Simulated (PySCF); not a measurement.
An unknown is described by computed data only.

Formula: C7H13BO2.

| Property | Result |
| --- | --- |
| 13C NMR | chemical shifts (computed TMS as zero) by class: 73.6 (1 C), 65.1 (1 C), 44.0 (1 C), 33.7 (1 C), 24.0 (1 C), 21.5 (1 C), 20.4 (1 C) ppm [GIAO PBE/pcSseg-1] |
| 1H NMR | chemical shifts (computed TMS as zero) by class: 4.28 (1 H), 4.14 (1 H), 4.07 (1 H), 3.82 (1 H), 2.51 (1 H), 2.17 (1 H), 1.99 (1 H), 1.84 (1 H), 1.66 (1 H), 1.65 (1 H), 1.56 (1 H), 1.52 (1 H), 1.31 (1 H) ppm [GIAO PBE/pcSseg-1] |
| Dipole | 2.96 D [CAM-B3LYP/def2-SVPD] |
| Triplet | lowest triplet excitation (Tamm–Dancoff): 7.14 eV [TDA CAM-B3LYP/def2-SVPD] |
| Rotational structure | rotational constants A, B, C: 3.238, 0.822, 0.758 GHz [PBE0-D3(BJ)/def2-SVP] |
| UV, first state | lowest singlet excitation: 7.76 eV (160 nm, f = 0.015) [TDDFT CAM-B3LYP/def2-SVPD] |

Electronic properties: PySCF, gas phase, density fitting. Levels stand in brackets. One conformer (not necessarily the lowest) at the PBE0-D3(BJ)/def2-SVP geometry, without solvent, vibrations or thermal averaging. Each NMR value is the plain mean over a class of atoms that symmetry, rotation or inversion makes alike.

Question: What is the compound? Reason from the data.

Answer: Numbering: `[BH:1]1[O:2][CH2:3][CH2:4][C@H:5]([CH:6]2[CH2:7][CH2:8][CH2:9]2)[O:10]1`. 7 carbons fall into 7 classes; from least to most shielded: ring sp3 carbon bound to oxygen [C5] (73.6 ppm), ring sp3 carbon bound to oxygen [C3] (65.1 ppm), four-membered-ring carbon [C6] (44.0 ppm), ring CH2 carbon [C4] (33.7 ppm), four-membered-ring carbon [C7] (24.0 ppm), four-membered-ring carbon [C9] (21.5 ppm), four-membered-ring carbon [C8] (20.4 ppm). Hydrogen classes from least to most shielded: 1 H on a three-coordinate boron, B1 (4.28 ppm), 1 H on an sp3 carbon bound to oxygen, C3 (4.14 ppm), 1 H on an sp3 carbon bound to oxygen, C3 (4.07 ppm), 1 H on an sp3 carbon bound to oxygen, C5 (3.82 ppm), 1 H on a four-membered-ring carbon, C7 (2.51 ppm), 1 H on a four-membered-ring carbon, C6 (2.17 ppm), 1 H on a four-membered-ring carbon, C9 (1.99 ppm), 1 H on a four-membered-ring carbon, C8 (1.84 ppm), 1 H on a four-membered-ring carbon, C8 (1.66 ppm), 1 H on a four-membered-ring carbon, C7 (1.65 ppm), 1 H on a four-membered-ring carbon, C9 (1.56 ppm), 1 H on a ring CH2 carbon, C4 (1.52 ppm); 1 more class is left out. The optimised geometry has point group C1 and is an asymmetric top. Structure: `B1OCC[C@H](C2CCC2)O1`. Computed isomers that give other values at the same levels: `C=C[C@@H]1CC[C@@H](B(O)O)C1` (lowest singlet excitation: 7.10 eV (175 nm, f = 0.058)); `C=C[C@@H]1CC[C@H](B(O)O)C1` (lowest singlet excitation: 7.09 eV (175 nm, f = 0.004)); `CCCC[B@H-]1OC=CC=[O+]1` (rotational constant A: 2.188 GHz; this holds for the one conformer computed). The assignments are read from this structure; whether some other isomer fits the data as well wasn't checked. The mirror image fits equally.
